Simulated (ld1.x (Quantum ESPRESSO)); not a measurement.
**Building the ultrasoft potential for Pd (Z = 46) (PBE, fully relativistic).**

- Element: palladium
- Generator: ld1.x (Quantum ESPRESSO) 7.5
- Type: ultrasoft
- Functional: PBE
- Relativity: fully relativistic
- Frozen core: [Ar] 3d10
- Valence charge: 18
- Reference configuration: 4s2 4p6 4d9.5 5s0 5p0 (charge +0.5)
- Partial waves: 4s (bound): rcut 1.25, rcutus 1.45 bohr; 5s (bound, empty): rcut 1.25, rcutus 1.45 bohr; 4p (bound): rcut 1.60, rcutus 2.20 bohr; 5p (bound, empty): rcut 1.60, rcutus 2.20 bohr; 4d (bound): rcut 1.40, rcutus 1.50 bohr; 4d channel at 0.05 Ry: rcut 1.40, rcutus 1.50 bohr
- Local potential: all-electron potential smoothed inside 1.55 bohr (lloc = -2)
- Core correction: Bessel-smoothed model core inside 1.40 bohr
- Augmentation charge: PSQ, inside the norm-conserving radii

Open shells are filled in proportion to 2j + 1 (rel_dist='average').

All-electron outer shells of the reference configuration (PBE, scalar-relativistic, ld1.x):

```csv
shell,level (eV),outermost node (bohr),outermost maximum (bohr)
3d,-330.81,–,0.28
4s,-90.64,0.45,0.85
4p,-56.47,0.46,0.91
4d,-9.01,0.45,1.10
5s,-6.96,1.15,2.54
5p,-2.97,1.30,3.52
```

Results:

```
Cutoffs needed                            : 50 Ry and 90 Ry (the cutoffs (Ry, on a coarse ladder) from which the occupation-weighted sum of valence levels, in a spherical-Bessel basis at the reference potential, stays within 10 and 1 mRy of its value at 400 Ry)
Ghost test                                : no extra level below or beside the all-electron valence levels (s, p1/2, p3/2, d3/2, d5/2, f tested) (spherical-Bessel basis up to 400 Ry, 20 bohr box)
Configuration tests                       : test run stopped at test 7 of 7 (negative rho)
Lowest eigenvalue of the overlap operator : 0.13 (s channel)
Density cutoff estimated by the generator : 220 Ry
```

Generation and tests took about 3.4 s on one core of a shared server CPU.
